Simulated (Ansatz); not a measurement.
The cluster Pt₃. Charge 0, multiplicity 1. Geometry PBE-D4/def2-TZVP.

```
atom   x (Å)   y (Å)   z (Å)
 Pt1   0.608   1.288   0.106
 Pt2   0.230  -0.805  -1.157
 Pt3  -0.838  -0.483   1.051
```

In the def2 sets Pt takes a core potential; there is no spin–orbit coupling. HSE06 is defined as in plane-wave codes, on full-range PBE exchange. The restricted singlet is unstable towards broken spin symmetry at other levels; at PBE-D4/def2-SVP, BLYP-D4/def2-TZVP, HSE06-D4/def2-TZVP this wasn't settled. At PBE-D4/def2-TZVP, r2SCAN-D4/def2-TZVP the restricted singlet is unstable: a solution with broken spin symmetry lies lower. The order of the spin states hangs on the level: the triplet lies 0.09 eV below the singlet at PBE-D4/def2-TZVP, but 0.09 eV above it at HSE06-D4/def2-TZVP. The structure comes from a short search, and lower isomers may exist.

(1) Estimate the orbital energies around the gap (eV) in Ansatz with PBE-D4/def2-SVP, PBE-D4/def2-TZVP, BLYP-D4/def2-TZVP, r2SCAN-D4/def2-TZVP, HSE06-D4/def2-TZVP.

Results:

(1) 
```
orbital  PBE-D4/def2-SVP  PBE-D4/def2-TZVP  BLYP-D4/def2-TZVP  r2SCAN-D4/def2-TZVP  HSE06-D4/def2-TZVP
HOMO−13            -8.34             -8.27              -8.10                -8.36               -8.63
HOMO−12            -8.34             -8.27              -8.10                -8.36               -8.63
HOMO−11            -7.54             -7.48              -7.33                -7.70               -8.44
HOMO−10            -7.45             -7.38              -7.26                -7.58               -8.04
 HOMO−9            -6.33             -6.28              -6.15                -6.51               -7.24
 HOMO−8            -6.33             -6.28              -6.15                -6.51               -7.24
 HOMO−7            -5.81             -5.77              -5.65                -5.96               -6.44
 HOMO−6            -5.63             -5.58              -5.49                -5.80               -6.40
 HOMO−5            -5.63             -5.58              -5.49                -5.80               -6.40
 HOMO−4            -4.90             -4.87              -4.76                -5.04               -5.68
 HOMO−3            -4.90             -4.87              -4.76                -5.04               -5.68
 HOMO−2            -4.88             -4.85              -4.73                -5.03               -5.65
 HOMO−1            -4.88             -4.85              -4.73                -5.03               -5.65
   HOMO            -4.76             -4.73              -4.62                -4.92               -5.61
   LUMO            -4.67             -4.64              -4.52                -4.51               -3.94
 LUMO+1            -3.82             -3.84              -3.82                -3.60               -3.22
 LUMO+2            -3.82             -3.84              -3.82                -3.60               -3.22
 LUMO+3            -1.05             -1.16              -1.13                -0.92               -0.82
 LUMO+4            -0.62             -0.78              -0.76                -0.37               -0.34
 LUMO+5            -0.12             -0.22              -0.21                 0.12                0.22
```
